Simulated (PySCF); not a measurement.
A run for PySCF: R-B3LYP/3-21G on H4SSi2 (SMILES [SiH3][Si]S), a point of a torsion scan.

```python
from pyscf import gto, scf, dft, mp
from pyscf.data.elements import chemcore

mol = gto.M(
    atom='''
    Si    0.97793863   -0.13430553    0.09852754
    Si   -0.52145751    1.59377135   -0.22747951
    S    -2.47027462    0.74262094    0.33302590
    H     0.79749824   -1.38086546   -0.66248768
    H     2.27213952    0.41769830   -0.32825121
    H     1.16502134   -0.59300287    1.48413352
    H    -2.14779151   -0.49921471    0.67174327
    ''',
    basis='3-21g',
    charge=0, spin=0, verbose=3, max_memory=1800)
mf = dft.RKS(mol, xc='b3lyp')
mf.conv_tol = 1e-8
mf.max_cycle = 100
mf.kernel()
if not mf.converged:
    mf = mf.newton().run(mf.mo_coeff, mf.mo_occ)
```

The log:

```
converged SCF energy = -974.534928443131
```

Self-consistency was reached.

Cost: about 7 core-seconds (a rough figure).
